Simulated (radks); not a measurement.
Results of a calculation; reference values are marked as such.
Task: Species: Pd II. Configuration: [Kr] 4d7.5 5s1 5p0.5 (fractional occupations, a model configuration). Level of theory: Dirac Kohn-Sham, PBE, spin-unpolarised, spherical densities, finite nucleus; open shells fill j = l - 1/2 first; Fermi nuclear charge, rms radius 4.5318 fm (a radial shooting solver on a logarithmic mesh with Libxc functionals).

Spin-orbit splittings of the eigenvalues, e(l+1/2) - e(l-1/2), with zeta = 2 splitting/(2l+1) and mean radii in bohr:

| shell | occ. | splitting (eV) | zeta (eV) | <r> j=l-1/2 | <r> j=l+1/2 |
|---|---|---|---|---|---|
| 2p | 6 | 159.4 | 106.3 | 0.1171 | 0.1221 |
| 3p | 6 | 27.79 | 18.52 | 0.3712 | 0.3820 |
| 3d | 10 | 5.541 | 2.216 | 0.3556 | 0.3590 |
| 4p | 6 | 4.541 | 3.027 | 1.010 | 1.040 |
| 4d | 7.5 | ? | ? | 1.361 | 1.378 |
| 5p | 0.5 | 0.3238 | 0.2158 | 3.382 | 3.484 |

Estimate the 4d splitting.

Result: 0.5341 eV (zeta = 0.2137 eV).
